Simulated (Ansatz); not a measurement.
A nudged elastic band was laid between two geometries of CH9BSeSi2 (14 atoms, charge 0, multiplicity 1).

The calculation used Ansatz 0.2.0, RKS PBE0-D4/def2-SVP.

```
movable images  : 5
climbing image  : yes
spring          : 5.0 eV/Å²
optimiser       : quadratic models (default)
start path      : IDPP
force threshold : 0.03 eV/Å
iteration limit : 44
end points      : relaxed
```

Image 0:

```xyz
14
Properties=species:S:1:pos:R:3
B -1.102 0.207 2.570
Se 0.738 -0.190 2.258
Si 0.479 -1.513 0.372
Si -0.293 -0.141 -1.367
C 0.853 1.339 -1.548
H -1.343 0.911 3.517
H -1.969 -0.232 1.856
H 1.838 -2.066 0.079
H -0.440 -2.646 0.697
H -0.359 -0.932 -2.637
H -1.681 0.298 -1.020
H 0.912 1.895 -0.599
H 1.869 1.018 -1.821
H 0.485 2.023 -2.328
```

Image 6:

```xyz
14
Properties=species:S:1:pos:R:3
B -1.474 0.545 2.293
Se 0.385 0.120 2.342
Si 0.413 -1.455 0.641
Si -0.076 -0.340 -1.364
C 1.072 1.140 -1.541
H -1.856 1.373 3.081
H -2.221 0.006 1.515
H 1.799 -2.020 0.636
H -0.549 -2.547 0.977
H 0.078 -1.286 -2.516
H -1.506 0.097 -1.308
H 2.122 0.817 -1.597
H 0.837 1.710 -2.454
H 0.964 1.811 -0.675
```

Problem. What changes between the two ends?

Solution. No bond is made or broken. The dihedral Si3–Si4–C5–H13 goes from 62 to -178°.

Problem. Give the energies along the band, and the barrier.

Solution. The run converged. The highest image is number 3 of 0 to 6, 6.8 kJ/mol above the ends, which have the same energy within 2 meV. A vibrational analysis at the climbing image gives one clearly imaginary mode, 171i cm⁻¹: a first-order saddle point.

```
image  path coordinate (Å)  energy (kJ/mol)  dihedral Si3–Si4–C5–H13 (°)
    0                 0.00              0.0                           62
    1                 0.61              1.5                           82
    2                 1.21              5.0                          102
    3                 1.82              6.8                          123
    4                 2.43              5.0                          143
    5                 3.04              1.6                          164
    6                 3.64              0.0                         -178
```

Problem. What is the geometry of the highest image?

Solution. 
```xyz
14
Properties=species:S:1:pos:R:3:forces:R:3
B -1.468 0.494 2.322 0.00 0.00 0.00
Se 0.395 0.082 2.349 0.00 0.00 0.00
Si 0.418 -1.462 0.620 0.00 0.00 0.00
Si -0.082 -0.318 -1.363 -0.01 -0.01 0.00
C 1.066 1.176 -1.544 0.00 0.01 0.00
H -1.851 1.302 3.129 0.00 0.00 0.00
H -2.216 -0.036 1.539 0.00 0.00 0.00
H 1.809 -2.013 0.598 0.00 0.00 0.00
H -0.532 -2.569 0.942 0.00 0.00 0.00
H 0.057 -1.257 -2.522 0.00 0.00 0.00
H -1.516 0.104 -1.293 0.00 0.00 0.00
H 1.793 1.231 -0.719 0.00 0.00 0.00
H 1.626 1.125 -2.490 0.00 0.00 0.00
H 0.487 2.110 -1.539 0.00 0.00 0.00
```

Problem. What are the harmonic wavenumbers there?

Solution. 171i, 33, 60, 85, 158, 171, 348, 368, 406, 441, 496, 624, 660, 695, 697, 733, 743, 783, 851, 863, 908, 915, 935, 1169, 1268, 1431, 1434, 2208, 2219, 2222, 2235, 2592, 2712, 3069, 3173, 3179 cm⁻¹.

The run took 2.9 min on 2 threads of Arm Neoverse V1, on a shared host, peak memory 0.41 GiB.
